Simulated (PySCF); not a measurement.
Members of one family of related compounds. Method: TDDFT wB97X-D/def2-SVPD, vertical, gas phase, core orbitals frozen in the response (PySCF 2.14.0, density-fitted response routines). Geometries: GFN2-xTB; one conformer of each isolated species. Triplets are in the Tamm–Dancoff approximation. 'Strongest' means the level of largest summed f among the lowest 8 singlets; it needn't be the same kind of state in each.

Task: Rank by computed energy of the strongest computed level, highest first.
A. `c1cpco1`
B. `c1pc(oc1)C(C)C`
C. `p1ccoc1C=C`
D. `c1(pcco1)C#C`

Result: A (6.88 eV), B (6.75 eV), D (4.50 eV), C (4.17 eV).

| SMILES | strongest (eV) | LUMO (eV) | f (S1) | first f ≥ 0.01 (nm) | HOMO (eV) | S1 mainly |
| --- | --- | --- | --- | --- | --- | --- |
| c1cpco1 | 6.88 | 0.82 | 0.089 | 224 | -8.75 | H→L (93%) |
| CC(C)c1occp1 | 6.75 | 1.06 | 0.182 | 234 | -8.29 | H→L (94%) |
| C#Cc1occp1 | 4.50 | -0.09 | 0.286 | 275 | -8.33 | H→L (94%) |
| C=Cc1occp1 | 4.17 | -0.03 | 0.274 | 298 | -7.94 | H→L (97%) |

H and L stand for HOMO and LUMO.
